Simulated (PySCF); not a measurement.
# Heteronuclear NMR

Numbering as in the mapped SMILES `[N:1]#[C:2][c:3]1[cH:4][cH:5][o:6][cH:7]1`; H(Xn) means a hydrogen on atom n.

PySCF 2.14.0 with density-fitted response routines calculation with geometry: PBE0-D3(BJ)/def2-SVP, shielding tensors at PBE0/pcSseg-1 (GIAO) and J couplings at B3LYP/pcJ-1 (spin–dipole term only in couplings to heteroatoms); no solvent, no relativistic terms, a single conformation.

(1) Where does 15N resonate?

(2) Where does 17O resonate?

Answers

(1) 
```tsv
atoms	environment	σ (ppm)	δ (ppm)
N1	nitrile nitrogen	-61.9	-93.7
```

Shieldings were converted by a linear fit to measured shifts: 15N (scatter 7.2 ppm rms vs CH3NO2, solution or neat liquid). A few per cent of atoms miss by over 2 rms, more outside the fitted compound classes. Couplings are scaled by factors fitted to measured values: 3J(H,H) × 0.91 (rms 0.4 Hz, 0.5 with 2 outliers); all others are unscaled and can be 10–30 % off.

Couplings (the largest are listed; each averaged over equivalent pairs): 1J(N1,C2) = -20.8 Hz, 2J(N1,C3) = 3.3 Hz, 3J(N1,C7) = -1.2 Hz. Signs are for 15N, whose magnetogyric ratio is negative.

On a 400 MHz spectrometer 15N resonates near 40.5 MHz, so 1 ppm is 40.5 Hz.

(2) 
```
atoms           environment  σ (ppm)  δ (ppm)
   O6  aromatic ring oxygen     22.1    244.3
```

Shieldings were converted by a linear fit to measured shifts: 17O: δ = 264.06 − 0.892σ (rms 13.4 ppm, 147 shifts, 14.2 ppm with the 1 outlier that the fit left out vs liquid water, solution or neat liquid). A few per cent of atoms miss by over 2 rms, more outside the fitted compound classes. Couplings are scaled by factors fitted to measured values: 3J(H,H) × 0.91 (rms 0.4 Hz, 0.5 with 2 outliers); all others are unscaled and can be 10–30 % off.

Couplings (the largest are listed; each averaged over equivalent pairs; quadrupolar broadening usually hides them): 1J(C5,O6) = 27.6 Hz, 1J(O6,C7) = 26.8 Hz, 2J(O6,H(C5)) = -21.2 Hz, 2J(O6,H(C7)) = -21.0 Hz, 2J(C4,O6) = 2.1 Hz, 3J(O6,H(C4)) = -3.8 Hz, 3J(C2,O6) = -1.0 Hz.

On a 300 MHz spectrometer 17O resonates near 40.7 MHz, so 1 ppm is 40.7 Hz.
